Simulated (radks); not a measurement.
The numbers below are computed, except where a source is named.
Mg3+, 9 electrons, occupied as [He] 2s2 2p5. Level of theory: Dirac Kohn-Sham, B86b exchange with PBE correlation, spin-unpolarised, spherical densities, finite nucleus; open shells are shared between the two j in proportion to 2j + 1; Fermi nuclear charge, rms radius 3.057 fm (a radial shooting solver on a logarithmic mesh with Libxc functionals).

Normalised radial functions P(r) = r R(r) (large component), r in bohr:

r,2s1/2
0.005656,0.1127
0.006908,0.1354
0.008437,0.1622
0.01031,0.1935
0.01259,0.2295
0.0155,0.2723
0.01893,0.3183
0.02312,0.3684
0.02824,0.4209
0.03449,0.4734
0.04246,0.5234
0.05186,0.5611
0.06335,0.5804
0.07737,0.5715
0.0945,0.5232
0.1154,0.4245
0.1421,0.2593
0.1736,0.0382
0.212,-0.2355
0.259,-0.5401
0.3163,-0.8398
0.3863,-1.0882
0.4756,-1.2420
0.5809,-1.2570
0.7096,-1.1393
0.8667,-0.9199
1.059,-0.6540
1.293,-0.4024
1.592,-0.2029
1.944,-0.0853
2.375,-0.0280

2s1/2: eigenvalue -129.12 eV, 1 radial node at r = 0.179 bohr, <r> = 0.671 bohr, 90 % of the charge inside 1.06 bohr.
